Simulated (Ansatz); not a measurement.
Computed with Ansatz on PBE0-D4/def2-TZVP structures; ΔE is electronic, products minus reactants. CCSD(T)/CBS is the MP2 limit (def2-TZVPP, def2-QZVPP) plus CCSD(T) − MP2 in def2-TZVPP, frozen cores. This one scheme is used for every species. Each species was taken in one conformer, which may not be the lowest.

`OC(O)(O)[SiH2]F` + CH₃OH → `C[SiH2]F` + `OC(O)(O)O`  (formal exchange of groups at the Si–C bond)

| species | MP2/CBS(def2) energy (Eh) |
| --- | --- |
| `OC(O)(O)[SiH2]F` | -655.44247 |
| CH₃OH | -115.58363 |
| `C[SiH2]F` | -429.95418 |
| `OC(O)(O)O` | -341.11807 |

Question: Work out ΔE.

Answer: ΔE = (-429.95418) + (-341.11807) − (-655.44247) − (-115.58363) = -0.04615 Eh = -121.2 kJ/mol. CCSD(T)/CBS gives -118.4 kJ/mol.

Largest T1 diagnostic among the species: 0.012.

From PBE to PBE0 (25 % exact exchange), in def2-TZVPP and without D4, ΔE moves by −11.6 kJ/mol. The D4 term adds +3.6 kJ/mol with B3LYP and +2.1 kJ/mol with PBE0; it sums over pairs of atoms, weighted by their polarisabilities, and B3LYP, whose exchange is more repulsive, gets the larger term. In def2-TZVPP, CCSD(T) changes the Hartree–Fock value by +11.7 kJ/mol (the triples alone add +1.7 kJ/mol) and MP2 by +8.9 kJ/mol.

B3LYP here is the variant with VWN-RPA as its local correlation; programs differ in this.
